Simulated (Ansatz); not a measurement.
Ideal-gas functions of FH3O2Si2 (`O[Si]1(F)O[SiH2]1`) at 600 K and 1 bar, from an Ansatz frequency run at PBE0-D4/def2-TZVP.

Molar mass 110.19 g/mol, point group C1 (symmetry number 1), electronic degeneracy 1, moments of inertia 84.894, 206.771, 246.889 u Å². Harmonic wavenumbers (cm⁻¹, unscaled): 133, 181, 271, 291, 294, 465, 509, 626, 637, 758, 796, 889, 947, 965, 1035, 2229, 2242, 3913.

Use S(trans) = R[1.5 ln M + 2.5 ln T − 1.1517]; rotational temperatures θ = 24.2544 K / I; S(rot) = R[ln(√π/σ · √(T³/θAθBθC)) + 1.5]; for each mode x = 1.438777 ν̃/T, S = R[x/(eˣ − 1) − ln(1 − e⁻ˣ)] and H = RT x/(eˣ − 1); 1 cm⁻¹ = 0.0119627 kJ/mol; R = 8.31446 J/(mol·K).

Problem. By hand: the entropy, in J/(mol·K).

Solution. Translation 182.0. Rotation: θ = 0.2857, 0.1173, 0.0982 K, giving 120.8. Vibration, mode by mode: 17.85, 15.32, 12.04, 11.47, 11.39, 7.83, 7.15, 5.68, 5.56, 4.40, 4.10, 3.44, 3.08, 2.98, 2.61, 0.25, 0.25, 0.01, in all 115.4. Electronic 0.0. Sum 418.2 J/(mol·K).

Problem. By hand: H − E and G − E in kJ/mol, counted from the electronic energy.

Solution. Zero-point energy ½ × 17181 × 0.0119627 = 102.8; thermal vibration 37.0; translation, rotation and pV give 4 RT = 20.0. H − E = 159.8 kJ/mol, and G − E = 159.8 − 600 × 418.2/1000 = -91.1 kJ/mol.

Vibration gives 28 % of the entropy, 17.9 J/(mol·K) of it from the mode under 150 cm⁻¹: soft modes count most, and the harmonic formula is weakest for them. The sum counts one conformer and one mirror image; others add a mixing term.
